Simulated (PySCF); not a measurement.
Working with the constants of PmF

HSE06 constants of PmF, septet, about 5.0 electrons in the 4f shell (Mulliken), real f orbitals that mix terms (PySCF, spin-free X2C with a Gaussian nucleus, basis sets Pm x2c-SVPall, F x2c-SVPall; masses 144.9127 and 18.9984 u):

```
ωe                     : 530.1 cm⁻¹
ωexe                   : 1.79 cm⁻¹
Be                     : 0.23759 cm⁻¹
αe                     : 0.00114 cm⁻¹
De to Pm (4f5 6s2) + F : 5.99 eV
```

(1) What force constant and bond length do these constants imply?

(2) Estimate the centrifugal constant D from the Kratzer relation and find the Dunham coefficient a1.

These are scalar-relativistic numbers at best; spin–orbit coupling would shift them, the dissociation energy most. With d or f electrons several states lie close, and the lowest PBE0 determinant need not be the measured ground state.

## Answers

(1) Reduced mass μred = 16.796 u; k = 5.8918×10⁻⁷·μred·ωe² (u, cm⁻¹, mdyn/Å) = 2.78 mdyn/Å; Re = √(16.8576/(μred·Be)) (u, cm⁻¹, Å) = 2.055 Å.

(2) D = 4Be³/ωe² = 1.91e-07 cm⁻¹; a1 = −1 − αeωe/(6Be²) = -2.78.
